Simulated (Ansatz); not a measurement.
Consider the isomerisation: `O[SiH2]N[SiH](O)Cl` → `O[SiH](O)N[SiH2]Cl`.

Computed with Ansatz on PBE0-D4/def2-TZVP structures; ΔE is electronic, products minus reactants. CBS: MP2 limit from def2 TZ/QZ plus the TZ coupled-cluster correction, frozen cores. DFT in def2-TZVPP. One conformer a species, not always the lowest.

`O[SiH2]N[SiH](O)Cl`:

Cartesian coordinates in Å:
```
O -1.935 -0.515 -0.260
Si -0.695 -0.867 -1.272
N 0.699 -0.031 -0.672
Si 0.677 1.042 0.653
O -0.081 0.383 1.955
Cl 2.639 1.460 1.103
H -1.754 -0.531 0.685
H -1.120 -0.403 -2.613
H -0.385 -2.322 -1.340
H 1.599 -0.222 -1.089
H -0.040 2.304 0.414
H 0.395 -0.297 2.438
```

`O[SiH](O)N[SiH2]Cl`:

Z-matrix (Å, degrees):
```
Si
O 1 1.637
N 1 1.729 2 106.3
O 1 1.629 2 107.6 3 -123.2
H 1 1.476 2 115.1 3 120.8
H 2 0.961 1 118.1 3 -48.1
Si 3 1.707 1 126.9 2 -11.0
H 3 1.010 1 116.6 2 158.9
H 4 0.959 1 118.1 2 48.7
Cl 7 2.077 3 111.5 1 64.4
H 7 1.479 3 109.2 1 -177.5
H 7 1.477 3 112.0 1 -52.4
```

```
        level  ΔE (eV)
       PBE-D4    -0.11
HF/def2-QZVPP    -0.12
```

Task: What does CCSD(T)/CBS give? (Estimate.)

Result: Computed: -0.11 eV. The listed levels differ from it by 0.00, -0.01 eV.

Largest T1 diagnostic among the species: 0.011.
